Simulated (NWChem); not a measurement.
System: C₃H₇NSi; SMILES C[Si@H]1CN=C1

NWChem input:

```
start job
memory heap 200 mb stack 900 mb global 1100 mb
geometry units angstroms noautosym nocenter noautoz
  C     -0.038516     2.069772     0.539911
  Si    -0.011093     0.489918    -0.470995
  C     -1.093413    -0.971013     0.038888
  N     -0.125215    -1.765722     0.332544
  C      1.099466    -0.969494     0.073582
  H     -0.923837     2.676728     0.292867
  H     -0.058940     1.849404     1.617627
  H      0.854331     2.679220     0.326744
  H     -0.006172     0.838210    -1.929775
  H     -2.139207    -1.298982     0.136266
  H      1.742290    -1.462575    -0.673925
  H      1.697563    -0.858342     0.993271
end
basis spherical
  * library 6-311g**
end
dft
  xc b3lyp
  iterations 150
end
property
  shielding
  efieldgrad
end
task dft property
```

Output (shortened):

```
             Northwest Computational Chemistry Package (NWChem) 7.3.0
             --------------------------------------------------------

                             Geometry "geometry" -> ""
                             -------------------------

 Output coordinates in angstroms (scale by  1.889725989 to convert to a.u.)

  No.       Tag          Charge          X              Y              Z
 ---- ---------------- ---------- -------------- -------------- --------------
    1 C                    6.0000    -0.03851600     2.06977200     0.53991100
    2 Si                  14.0000    -0.01109300     0.48991800    -0.47099500
    3 C                    6.0000    -1.09341300    -0.97101300     0.03888800
    4 N                    7.0000    -0.12521500    -1.76572200     0.33254400
    5 C                    6.0000     1.09946600    -0.96949400     0.07358200
    6 H                    1.0000    -0.92383700     2.67672800     0.29286700
    7 H                    1.0000    -0.05894000     1.84940400     1.61762700
    8 H                    1.0000     0.85433100     2.67922000     0.32674400
    9 H                    1.0000    -0.00617200     0.83821000    -1.92977500
   10 H                    1.0000    -2.13920700    -1.29898200     0.13626600
   11 H                    1.0000     1.74229000    -1.46257500    -0.67392500
   12 H                    1.0000     1.69756300    -0.85834200     0.99327100

 Effective nuclear repulsion energy (a.u.)     216.4210608977

                              NWChem Property Module
                              ----------------------

  itol2e modified to match energy
  convergence criterion.

                                 NWChem DFT Module
                                 -----------------

 Summary of "ao basis" -> "ao basis" (spherical)
 ------------------------------------------------------------------------------
       Tag                 Description            Shells   Functions and Types
 ---------------- ------------------------------  ------  ---------------------
 C                          6-311g**                 8       18   4s3p1d
 Si                         6-311g**                12       26   6s5p1d
 N                          6-311g**                 8       18   4s3p1d
 H                          6-311g**                 4        6   3s1p

  itol2e modified to match energy
  convergence criterion.

            General Information
            -------------------
          SCF calculation type: DFT
          Wavefunction type:  closed shell.
          No. of atoms     :    12
          No. of electrons :    46
           Alpha electrons :    23
            Beta electrons :    23
          Charge           :     0
          Spin multiplicity:     1
          Use of symmetry is: off; symmetry adaption is: off
          Maximum number of iterations: 150
          AO basis - number of functions:   140
                     number of shells:    72
          Convergence on energy requested:  1.00D-07
          Convergence on density requested:  1.00D-05
          Convergence on gradient requested:  5.00D-04

              XC Information
              --------------
                         B3LYP Method XC Potential
                     Hartree-Fock (Exact) Exchange  0.200
                        Slater Exchange Functional  0.800 local
                    Becke 1988 Exchange Functional  0.720 non-local
              Lee-Yang-Parr Correlation Functional  0.810
                  VWN I RPA Correlation Functional  0.190 local

[...]

          -----------------------------------------
          Chemical Shielding Tensors (GIAO, in ppm)
          -----------------------------------------

                                NWChem CPHF Module
                                ------------------

  scftype          =     RHF
  nclosed          =       23
  nopen            =        0
  variables        =     2691
  # of vectors     =        3
  tolerance        = 0.10D-03
  level shift      = 0.00D+00
  max iterations   =       50
  max subspace     =       30

 SCF residual:    3.7102403440069998E-005

Iterative solution of linear equations
  No. of variables     2691
  No. of equations        3
  Maximum subspace       30
        Iterations       50
       Convergence  1.0D-04

   iter   nsub   residual    time
   ----  ------  --------  ---------
     1      3    9.23D-01     197.0
     2      6    1.45D-01     207.2
     3      9    3.45D-03     217.2
     4     12    3.64D-04     227.3
     5     15    1.95D-05     237.7

      Atom:    1  C
        Diamagnetic
    246.0407     -0.0675     -0.1067
     -0.0675    256.0836      4.8535
     -0.1067      4.8535    248.1152

        Paramagnetic
    -59.6469     -0.7493      0.4103
     -0.7493    -69.8717     -3.0871
      0.4103     -3.0871    -66.8994

        Total Shielding Tensor
    186.3938     -0.8168      0.3036
     -0.8168    186.2119      1.7664
      0.3036      1.7664    181.2158

           isotropic =     184.6072
          anisotropy =       4.0571

          Principal Components and Axis System
                 1           2           3
              187.3119    185.9056    180.6040

      1        -0.6165      0.7818     -0.0935
      2         0.7639      0.5652     -0.3115
      3         0.1906      0.2635      0.9456

      Atom:    2  Si
        Diamagnetic
    876.5636      0.4825     -0.1653
      0.4825    883.6069     -0.2428
     -0.1653     -0.2428    875.2798

        Paramagnetic
   -461.1004     -8.3737      3.5972
     -8.3737   -558.2612      7.4239
      3.5972      7.4239   -638.8604

        Total Shielding Tensor
    415.4632     -7.8912      3.4319
     -7.8912    325.3456      7.1811
      3.4319      7.1811    236.4194

           isotropic =     325.7427
          anisotropy =     135.6748

          Principal Components and Axis System
                 1           2           3
              416.1926    325.2840    235.7515

      1         0.9962      0.0837     -0.0226
      2        -0.0853      0.9930     -0.0819
      3         0.0156      0.0835      0.9964

      Atom:    3  C
        Diamagnetic
    261.9218      0.6396      0.4801
      0.6396    261.4151     -7.3320
      0.4801     -7.3320    240.3716

        Paramagnetic
   -374.1012    -43.9892     12.6565
    -43.9892   -281.5448     53.6432
     12.6565     53.6432   -146.3533

        Total Shielding Tensor
   -112.1794    -43.3496     13.1366
    -43.3496    -20.1297     46.3113
     13.1366     46.3113     94.0183

           isotropic =     -12.7636
          anisotropy =    -180.8779

          Principal Components and Axis System
                 1           2           3
             -133.3489    110.4651    -15.4070

      1         0.9059     -0.0101     -0.4234
      2         0.4017      0.3372      0.8514
      3        -0.1342      0.9414     -0.3095

      Atom:    4  N
        Diamagnetic
    344.6104     -0.8661      0.8031
     -0.8661    315.0316     -1.1934
      0.8031     -1.1934    309.8383

        Paramagnetic
  -1123.8083    -41.1727    -13.2910
    -41.1727   -451.2747    106.8888
    -13.2910    106.8888   -178.3613

        Total Shielding Tensor
   -779.1979    -42.0388    -12.4879
    -42.0388   -136.2431    105.6955
    -12.4879    105.6955    131.4769

           isotropic =    -261.3214
          anisotropy =    -780.9727

          Principal Components and Axis System
                 1           2           3
             -781.9698   -170.8623    168.8681

      1         0.9979     -0.0583     -0.0271
      2         0.0639      0.9416      0.3305
      3         0.0062     -0.3316      0.9434

      Atom:    5  C
        Diamagnetic
    252.6002      0.8225     -0.2722
      0.8225    251.0720     -3.1760
     -0.2722     -3.1760    240.9622

        Paramagnetic
   -117.8344     30.8355    -11.1613
     30.8355   -111.1256     -2.6483
    -11.1613     -2.6483   -124.7829

        Total Shielding Tensor
    134.7658     31.6580    -11.4335
     31.6580    139.9464     -5.8243
    -11.4335     -5.8243    116.1793

           isotropic =     130.2972
          anisotropy =      62.1633

          Principal Components and Axis System
                 1           2           3
              171.7394    115.4907    103.6614

      1         0.6726     -0.1602      0.7224
      2         0.7087      0.4201     -0.5667
      3        -0.2127      0.8932      0.3962

      Atom:    6  H
        Diamagnetic
     32.3069     -7.2893      1.7858
     -7.2893     32.7672     -0.2270
      1.7858     -0.2270     24.2045

        Paramagnetic
      0.9774      2.4919     -0.5990
      2.4919     -0.4823     -0.3984
     -0.5990     -0.3984      4.1458

        Total Shielding Tensor
     33.2844     -4.7974      1.1868
     -4.7974     32.2849     -0.6253
      1.1868     -0.6253     28.3504

           isotropic =      31.3065
          anisotropy =       9.7212

          Principal Components and Axis System
                 1           2           3
               37.7873     28.4096     27.7228

      1         0.7389      0.3104      0.5980
      2        -0.6598      0.5133      0.5488
      3         0.1367      0.8001     -0.5841

      Atom:    7  H
        Diamagnetic
     23.3041      0.0210     -0.2900
      0.0210     27.6616      0.6853
     -0.2900      0.6853     38.4008

        Paramagnetic
      4.3319     -0.2466      0.1008
     -0.2466      1.3280     -1.3017
      0.1008     -1.3017     -1.9086

[...]
```

Level: B3LYP/6-311G** (spherical d), GIAO. The geometry was optimised at PBE0/def2-SVP. Not confirmed as a minimum by frequencies. NWChem prints the field gradient with the sign opposite to the second derivative of the potential. The printed shielding anisotropy is the first printed principal value minus the mean of the other two.
